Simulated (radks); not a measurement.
Q: Valence configurations of Ce IV (all share [Xe]). Calculated with a radial shooting solver on a logarithmic mesh with Libxc functionals: scalar-relativistic Kohn-Sham, r2SCAN, spin-polarised, spherical densities, finite nucleus; open shells are filled with parallel spins first (spin-orbit coupling, left out, can overturn this in heavy ions); meta-GGA in the generalised Kohn-Sham scheme; Fermi nuclear charge, rms radius 4.8771 fm. Order these by energy: 5d1; 6s1; 5d0.5 6s0.5; 4f0.5 6p0.5; 5d0.5 6p0.5; 4f1; 6p1.

A: From the lowest, in eV above it: 4f1 0.000; 5d1 7.205; 4f0.5 6p0.5 7.317; 5d0.5 6s0.5 9.427; 6s1 11.482; 5d0.5 6p0.5 11.790; 6p1 16.337. NIST lists [Xe] 4f1 as the ground configuration; this level of theory agrees among the configurations tried. The energies are those of spherical high-spin densities, not of single terms.
